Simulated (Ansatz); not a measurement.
Cost and result up the ladder for Li2Cl2 (4 atoms). Total charge 0; singlet. Geometry: r2SCAN-D4/def2-TZVP.

```tsv
atom	x (Å)	y (Å)	z (Å)
Li1	-1.1164	0.2962	0.5919
Li2	1.1164	-0.2962	-0.5919
Cl3	-0.3379	-1.7279	0.2272
Cl4	0.3380	1.7279	-0.2271
```

Ansatz on 4 threads of Arm Neoverse V1 on a shared host. Times are rough, and most runs start from the orbitals of an earlier one. PBE0-D4/def2-TZVP serves as the yardstick here, not as an exact answer. Differences are given only for rows in sets of like size (and for xTB, whose basis is part of the method), since another set adds its own error. Binding counts from free atoms at the same level (Li doublet, Cl doublet; other spins of the atoms weren't run), without zero-point energy or a counterpoise term.

B3LYP takes the VWN-RPA correlation. Correlated methods freeze 10 core orbitals; core or outer-core shells of Li are correlated, in sets that lack core-valence functions. The structure comes from a short search, and lower isomers may exist.

Correlated methods converge slowly with the basis.

```
                            level  functions  wall time  binding energy per atom (eV)  difference from PBE0-D4/def2-TZVP (eV)
                         HF/6-31G         44     0.15 s                          2.21                                       –
                  PBE-D4/def2-SVP         54      0.4 s                          2.99                                       –
                   B3LYP-D4/6-31G         44      0.5 s                          2.78                                       –
                 PBE0-D4/def2-SVP         54     0.56 s                          2.97                                       –
               BHLYP-D4/def2-TZVP        102     0.71 s                          2.88                                   -0.02
               B3LYP-D4/def2-TZVP        102     0.81 s                          2.91                                    0.01
                PBE0-D4/def2-TZVP        102     0.85 s                          2.89                                    0.00
                RPA@PBE/def2-TZVP        102      1.1 s                          2.56                                   -0.34
               PBE-QIDH/def2-TZVP        102      1.3 s                          2.89                                    0.00
r2SCAN-D4/def2-TZVP (with forces)        102      1.7 s                          2.94                                    0.05
             r2SCAN-D4/def2-TZVPD        126        2 s                          2.95                                    0.06
                 B97M-V/def2-TZVP        102      2.5 s                          3.00                                    0.11
               CCSD(T)/def2-TZVPP        122        4 s                          2.87                                   -0.02
               CCSD(T)/def2-TZVPD        126      4.7 s                          2.86                                   -0.03
```
